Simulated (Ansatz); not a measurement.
`CCC(C)(CC(C)(CC(C)(C)C(=O)OCc1ccccc1)C(=O)OC(C)(C)C)C(=O)OCC1CO1`. The state is a singlet with charge 0. Geometry PBE-D4/def2-SVP; atoms count from 1.

Cartesian coordinates in Å:
```
C 5.161 -1.205 1.400
C 3.635 -1.232 1.282
C 3.006 -0.004 0.561
C 3.270 1.299 1.332
C 1.491 -0.239 0.222
C 0.371 -0.088 1.278
C 0.697 -0.768 2.627
C -0.942 -0.797 0.788
C -1.604 -0.540 -0.604
C -1.879 0.942 -0.891
C -0.846 -1.181 -1.792
C -2.968 -1.253 -0.509
O -4.055 -0.705 -0.552
O -2.813 -2.593 -0.361
C -4.028 -3.386 -0.308
C -4.493 -3.773 -1.690
C -5.382 -2.947 -2.408
C -5.782 -3.296 -3.706
C -5.298 -4.472 -4.303
C -4.411 -5.299 -3.595
C -4.011 -4.950 -2.297
C 0.066 1.408 1.513
O 0.432 2.320 0.789
O -0.689 1.569 2.620
C -1.134 2.900 3.080
C -2.059 3.532 2.035
C -1.903 2.572 4.362
C 0.085 3.779 3.384
C 3.640 0.025 -0.841
O 3.665 -0.926 -1.602
O 4.145 1.239 -1.173
C 4.710 1.339 -2.492
C 5.155 2.767 -2.677
C 4.255 3.770 -3.275
O 5.317 3.184 -4.033
H 5.527 -2.117 1.912
H 5.523 -0.335 1.984
H 5.650 -1.174 0.404
H 3.194 -1.316 2.293
H 3.331 -2.142 0.723
H 2.825 2.167 0.816
H 2.833 1.245 2.349
H 4.356 1.482 1.441
H 1.233 0.458 -0.600
H 1.428 -1.259 -0.206
H 0.982 -1.825 2.458
H 1.526 -0.265 3.161
H -0.185 -0.747 3.293
H -0.755 -1.888 0.862
H -1.707 -0.566 1.561
H -2.496 1.045 -1.805
H -0.936 1.501 -1.035
H -2.443 1.415 -0.065
H -1.486 -1.173 -2.699
H -0.575 -2.233 -1.581
H 0.076 -0.621 -2.034
H -3.749 -4.279 0.282
H -4.806 -2.808 0.229
H -5.741 -2.018 -1.941
H -6.478 -2.645 -4.257
H -5.614 -4.745 -5.321
H -4.030 -6.223 -4.057
H -3.316 -5.601 -1.742
H -2.461 4.488 2.427
H -1.518 3.735 1.094
H -2.918 2.864 1.821
H -1.239 2.080 5.101
H -2.305 3.499 4.815
H -2.750 1.891 4.146
H 0.641 4.023 2.461
H 0.767 3.262 4.089
H -0.250 4.722 3.860
H 5.558 0.628 -2.589
H 3.958 1.058 -3.259
H 5.941 3.115 -1.976
H 3.230 3.470 -3.566
H 4.380 4.838 -3.015
```

Single mean-field runs in def2-SVP are fitted with def2-universal-jkfit.

Estimate the Mulliken populations of the heavy atoms from the PBE0/def2-SVP orbitals of Ansatz.


```csv
atom,charge (e)
C1,-0.07
C2,-0.03
C3,-0.43
C4,0.07
C5,0.11
C6,-0.39
C7,0.03
C8,0.07
C9,-0.43
C10,0.05
C11,0.02
C12,0.32
O13,-0.25
O14,-0.35
C15,0.26
C16,-0.14
C17,-0.01
C18,-0.03
C19,-0.02
C20,-0.03
C21,-0.01
C22,0.35
O23,-0.27
O24,-0.35
C25,-0.14
C26,-0.02
C27,-0.01
C28,-0.02
C29,0.32
O30,-0.27
O31,-0.34
C32,0.24
C33,-0.04
C34,0.12
O35,-0.35
```
Mulliken values and Mayer orders depend strongly on the basis.

And the Mayer bond orders between bonded heavy atoms (over 0.3)?

C1–C2 1.09 (1.53 Å); C2–C3 1.01 (1.56 Å); C3–C4 1.05 (1.54 Å); C3–C5 0.99 (1.57 Å); C3–C29 0.89 (1.54 Å); C5–C6 1.01 (1.55 Å); C6–C7 1.04 (1.55 Å); C6–C8 1.01 (1.57 Å); C6–C22 0.88 (1.55 Å); C8–C9 0.98 (1.56 Å); C9–C10 1.06 (1.53 Å); C9–C11 1.02 (1.55 Å); C9–C12 0.89 (1.54 Å); C12–O13 2.03 (1.22 Å); C12–O14 1.15 (1.36 Å); O14–C15 0.89 (1.45 Å); C15–C16 1.05 (1.51 Å); C16–C17 1.40 (1.41 Å); C16–C21 1.39 (1.41 Å); C17–C18 1.39 (1.40 Å); C18–C19 1.39 (1.40 Å); C19–C20 1.40 (1.40 Å); C20–C21 1.40 (1.40 Å); C22–O23 1.95 (1.22 Å); C22–O24 1.18 (1.35 Å); O24–C25 0.81 (1.48 Å); C25–C26 1.05 (1.53 Å); C25–C27 1.05 (1.53 Å); C25–C28 1.05 (1.53 Å); C29–O30 2.02 (1.22 Å); C29–O31 1.17 (1.36 Å); O31–C32 0.88 (1.44 Å); C32–C33 1.02 (1.51 Å); C33–C34 1.07 (1.47 Å); C33–O35 0.96 (1.43 Å); C34–O35 0.97 (1.43 Å).
